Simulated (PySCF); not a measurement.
C₄H₅Br, SMILES C=C=C(C)Br. Geometry: B3LYP-D3(BJ)/def2-SVP.

Problem. Give the equilibrium geometry at B3LYP-D3(BJ)/def2-SVP (PySCF confirms it by a frequency run) as Cartesian coordinates in Å, and its point group. (Estimate from the structure and the level; the computed values follow.)

Solution. point group Cs.
```xyz
10

C     -0.9564    -2.7271     0.0000
C     -0.2235    -1.6415     0.0000
C      0.5188    -0.5657     0.0000
C      2.0170    -0.4975     0.0000
Br    -0.3652     1.1548     0.0000
H     -1.2781    -3.1999    -0.9357
H     -1.2781    -3.1999     0.9357
H      2.3805     0.0428    -0.8887
H      2.3805     0.0428     0.8887
H      2.4426    -1.5116     0.0000
```
